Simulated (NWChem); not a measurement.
System: CHBrCl$_{2}$; SMILES ClC(Cl)Br

The following NWChem deck was run.

```
start job
memory heap 200 mb stack 900 mb global 1100 mb
geometry units angstroms
  Cl    -0.078796     1.312127    -1.456861
  C      0.479311     0.495780     0.000000
  Cl    -0.078796     1.312127     1.456861
  Br    -0.034026    -1.373169     0.000000
  H      1.573461     0.512275     0.000000
end
basis spherical
  * library 6-31g*
end
dft
  xc hfexch
  iterations 150
end
driver
  maxiter 120
end
task dft optimize
task dft freq
```

This build's default masses of Se (78.918 u) and Br (79.917 u) are each other's, which moves their modes by up to 0.6 %.

The level has its own optimisation; frequencies are unscaled.

**Question.** What results follow from this input? (Hartree-Fock/6-31G* (spherical d).) Quantities: r C–Cl (Å); r Br–C (Å); r C–H (Å); highest harmonic frequency (cm⁻¹); lowest (cm⁻¹); zero-point energy (kcal/mol); dipole (D).

**Answer.** 
```yaml
r C–Cl (Å): 1.760
r Br–C (Å): 1.935
r C–H (Å): 1.071
highest harmonic frequency (cm⁻¹): 3410
lowest (cm⁻¹): 236
zero-point energy (kcal/mol): 13.3
dipole (D): 1.28
```
